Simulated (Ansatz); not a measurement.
Mulliken charges of `OB[TeH]` from PBE/def2-TZVPP in Ansatz (PBE0-D4/def2-TZVP geometry).

```
atom   x (Å)   y (Å)   z (Å)  charge (e)
  O1  -0.994  -0.412  -1.206      -0.204
  B2   0.083  -0.252  -0.412      -0.011
 Te3   0.020   0.805   1.482       0.014
  H4  -1.816  -0.028  -0.892       0.204
  H5   1.121  -0.717  -0.771       0.010
  H6   1.629   0.540   1.754      -0.013
```

**Question.** By hand: the dipole of these point charges (1 e Å = 4.8032 D).

**Answer.** Σ q r = (-0.178, 0.078, 0.059) e Å, of length 0.203 e Å = 0.98 D.

**Question.** How does the dipole of the full density compare? (Best estimate.)

**Answer.** The calculation gave: (-0.214, 0.083, 0.051) e Å, 1.13 D; the point charges give 0.87 times that, at 5° from its direction.

Point charges leave out the atoms' own dipoles, such as those of lone pairs, and Mulliken's split depends on the basis, so the close match here is no proof of good charges.
